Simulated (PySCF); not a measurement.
CH8BNO2Si, SMILES C[SiH2]NB(O)O.

Geometry: r2SCAN-D4/def2-SVP. This is a generated structure with no PubChem entry under its InChIKey; it may be hypothetical. The values are those of a single conformer.

Vertical ionisation energy (IE) and electron affinity (EA) in eV. Rows of orbital energies are one-electron estimates. Where ΔSCF, EOM or ADC give a negative EA the extra electron is unbound and the value depends on the basis.

```
level                                           IE     EA
--------------------------------------------  ----  -----
−ε(HOMO), −ε(LUMO), M06-2X/def2-TZVP (PySCF)  9.10  -0.77
−ε(HOMO), −ε(LUMO), PBE/def2-TZVP (PySCF)     6.32   0.67
```
